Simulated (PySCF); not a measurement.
# Structure elucidation problem

The spectra below were simulated for a compound C5H7BO2.

1H NMR (500 MHz, computed): δ 7.71 (dq, J = 3.2, 1.1 Hz, 1H), 3.53 (d, J = 3.2 Hz, 1H), 3.07 (br s, 2H), 2.60 (d, J = 1.1 Hz, 3H).

13C{1H} NMR (computed): δ 159.9 (C), 142.8 (C), 134.2 (CH), 63.7 (CH), 14.4 (CH3).

No relativistic terms, one averaged value for each set of equivalent atoms, isolated molecule, a single conformation. J: B3LYP/pcJ-1 (spin–dipole term only in couplings to heteroatoms); geometry: PBE0-D3(BJ)/def2-SVP; σ from GIAO-PBE0/pcSseg-1; PySCF.

δ = σ(ref) − σ, references computed at the same level: 1H (σ = 31.27 ppm) and 13C (σ = 184.41 ppm) against TMS.

Task: What is the structure?

Result: 
1. 5 carbon signals for 5 carbons: no two carbons are equivalent.
2. Carbon types of the structure: 2 × C, 2 × CH, 1 × CH3, leaving 2 H on heteroatoms.
3. δC 159.9, 142.8: fully substituted alkene carbon; an sp2 carbon of a C=C bond.
4. δC 134.2, 63.7: alkene CH.
5. δC 14.4: allylic methyl carbon; a saturated carbon with 1 carbon neighbour and no heteroatom attached.
6. δH 7.71, 3.53: hydrogen on an alkene CH.
7. δH 3.07: hydrogen on an oxygen bonded to B; exchangeable, gas-phase position.
8. δH 2.60: hydrogen on an allylic methyl carbon; allylic position.

The compound is `C1(=C/B(O)O)C(C)=C/1`.

The data come from this structure; uniqueness wasn't tested.

OH and NH positions are those of a molecule without intermolecular hydrogen bonds; in solution they move with solvent, concentration and temperature, and exchange usually removes their couplings. A carbon bonded to boron is broadened by the quadrupolar boron nucleus and is often missing from a measured spectrum. Splittings below 1 Hz are ignored in the labels, and close J values are merged. Shifts are as computed. Against solution values, carbons near 30 ppm lie about +2 ppm off and those near 130 ppm about +5 ppm. Of 1211 compounds with measured shifts, 218 miss one by over three times the rms of a fit or turn the order of signals round; such compounds aren't used in these exercises.
